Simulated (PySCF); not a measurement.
SSn, SMILES [S]=[Sn] (connectivity only; charge and spin as stated), neutral, multiplicity 1. Atoms are numbered in the order given.

```xyz
2

Sn     0.0000     0.0000    -0.5410
S      0.0000     0.0000     1.6907
```
Charge 0, spin multiplicity 1.

Coordinates come from a PBE-D3(BJ)/def2-TZVP optimisation. The def2 effective core potentials stand for the cores of Sn; spin–orbit coupling is left out.

The numbers are results of TDA-PBE/def2-TZVPD run with PySCF, not measurements.

Vertical excitations; the highest root listed may be one member of a degenerate set.  State labels are in the subgroup C2v.

Question: List the lowest excited states. (Estimate from the structure and the level; the computed values follow.)

Answer: 
```csv
state,symmetry,energy (eV),λ (nm),f,main pairs
S1,A2,3.09,402,0.000,"HOMO−1→LUMO+1 50 %, HOMO→LUMO 50 %"
S2,A1,3.32,374,0.000,"HOMO→LUMO+1, HOMO−1→LUMO (degenerate set)"
S3,A2,3.32,374,0.000,"HOMO→LUMO, HOMO−1→LUMO+1 (degenerate set)"
S4,B2,3.61,343,0.020,HOMO−2→LUMO+1 (degenerate set)
S5,B1,3.61,343,0.020,HOMO−2→LUMO (degenerate set)
S6,A1,5.08,244,0.057,"HOMO−2→LUMO+2 34 %, HOMO−1→LUMO 30 %, HOMO→LUMO+1 30 %"
S7,B2,5.92,209,0.024,HOMO→LUMO+2 (degenerate set)
S8,B1,5.92,209,0.024,HOMO−1→LUMO+2 (degenerate set)
S9,B2,6.20,200,0.112,HOMO→LUMO+3 (degenerate set)
S10,B1,6.20,200,0.112,HOMO−1→LUMO+3 (degenerate set)
T1,A1,2.46,505,0,"HOMO→LUMO+1 50 %, HOMO−1→LUMO 50 %"
T2,A1,2.70,460,0,"HOMO−1→LUMO, HOMO→LUMO+1 (degenerate set)"
T3,A2,2.70,460,0,"HOMO−1→LUMO+1, HOMO→LUMO (degenerate set)"
T4,B2,2.86,434,0,HOMO−2→LUMO+1 99 %
```
Triplets are in the Tamm–Dancoff approximation.
